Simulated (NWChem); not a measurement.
# Lowest excitation of H₂Be

```xyz
3

Be     0.0000     0.0000     0.0000
H      0.0000     0.0000     1.3442
H      0.0000     0.0000    -1.3442
```
Charge 0, spin multiplicity 1.

All runs are NWChem calculations. The geometry was optimised at PBE/def2-SVP, a minimum by its harmonic frequencies.

Basis set: aug-cc-pVDZ.

```csv
method,lowest vertical singlet excitation energy (eV),relative cost,difference from EOM-CCSD
TD-B3LYP,6.20,under 3,-0.26
EOM-CCSD,6.46,under 3,0.00
CIS,7.01,1,+0.55
TD-PBE,5.92,under 3,-0.54
TDA-PBE0,6.26,under 3,-0.20
```

The values span 1.09 eV, from TD-PBE (lowest) to CIS (highest). The cost column gives rough processor time relative to CIS; each entry includes its own SCF.

The correlated methods keep 1 core orbital frozen. B3LYP has NWChem's definition, with VWN1-RPA local correlation. The structure started from a generated list of species. Differences from the coupled-cluster row are differences between methods, not errors against experiment.
